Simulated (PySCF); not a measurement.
C3H9ClSi, charge -1, doublet, at the geometry of the source list (a state made from the parent by changing its charge; the spin is typed, not shown lowest) (in this run its highest filled SCF level lies above zero, so its values depend strongly on the basis, on diffuse functions most of all), with bond 8-1 at 2.0 times its length. Base run: DF-TPSS/pcseg-1 (PySCF).

PySCF was given this input:
```python
from pyscf import gto, scf, dft

mol = gto.M(
    atom='''
C    -0.75380000    1.60670000   -0.38300000
Si    0.15680000    0.12590000    0.39550000
C     1.63070000   -0.40330000   -0.68880000
C    -1.03810000   -1.33280000    0.66510000
Cl    0.87940000    0.70570000    2.21790000
H    -1.15930000    1.35190000   -1.35720000
H    -1.57990000    1.93560000    0.24100000
H     0.57660000    3.30330000   -0.64820000
H     2.17510000   -1.22960000   -0.24070000
H     1.30140000   -0.72230000   -1.67280000
H     2.33400000    0.41300000   -0.82630000
H    -1.45270000   -1.68150000   -0.27560000
H    -1.86870000   -1.05060000    1.30580000
H    -0.53620000   -2.17380000    1.13480000
''',
    basis='pcseg-1',
    charge=-1,
    spin=1,
    verbose=4,
)

mf = dft.UKS(mol)
mf.xc = 'tpss'
mf = mf.density_fit(auxbasis='def2-universal-jkfit')
mf.kernel()
```

Each row names what was changed in the base input (with any setting that the change needs).

```
change                            ΔE vs base (mEh)  SCF cycles  <S^2>                outcome
--------------------------------  ----------------  ----------  -----  ---------------------
base                                         0.000          14  0.756              converged
damp = 0.5; diis_start_cycle = 5             0.000          15  0.756              converged
diis_space = 12                              0.000          13  0.756              converged
conv_tol_grad = 1e-7                         0.000          19  0.756              converged
conv_tol_grad = 1e-3                         0.000          14  0.756              converged
init_guess = 1e                              0.000          22  0.756              converged
solver = newton                                  -           -      -  cut at the time limit
init_guess = vsap                            0.000          15  0.756              converged
```

Open shells are given as the SCF converged; they aren't shown to be the lowest states, and a large step between rows can be another state.
